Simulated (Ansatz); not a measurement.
Consider the substitution at a C–Si bond: `N[Si](O)(O)C=O` + `CNC=N` → `CN(C=N)C=O` + `N[SiH](O)O`.

Calculated with Ansatz (gas phase, PBE0-D4/def2-TZVP geometries, no zero-point term in ΔE). CCSD(T)/CBS adds triple-zeta CCSD(T) − MP2 to the extrapolated MP2 energy (def2 sets, frozen cores). This one scheme is used for every species. DFT in def2-TZVPP. B3LYP here is the variant with VWN-RPA as its local correlation; programs differ in this. One conformer a species, not always the lowest.

**Question.** Is it downhill or uphill in electronic energy at CCSD(T)/CBS, and by how much? (Best estimate.)

**Answer.** The calculation gave: Downhill: ΔE = -58.6 kJ/mol.

**Question.** What do these levels give: PBE-D4, r2SCAN-D4, B3LYP-D4, ωB97M-V, B2PLYP, PBE, r2SCAN, B3LYP, HF/def2-TZVPP, MP2/def2-TZVPP, SCS-MP2/def2-QZVPP, HF/CBS(def2)? (Best estimate.)

**Answer.** Ansatz gave: PBE-D4 -64.0, r2SCAN-D4 -68.3, B3LYP-D4 -59.4, ωB97M-V -57.4, B2PLYP -63.3, PBE -64.4, r2SCAN -68.4, B3LYP -60.3, HF/def2-TZVPP -59.1, MP2/def2-TZVPP -69.4, SCS-MP2/def2-QZVPP -62.2, HF/CBS(def2) -58.4 kJ/mol.

Largest T1 diagnostic among the species: 0.015.

In def2-TZVPP, CCSD(T) changes the Hartree–Fock value by −4.0 kJ/mol (the triples alone add −3.1 kJ/mol) and MP2 by −10.2 kJ/mol.
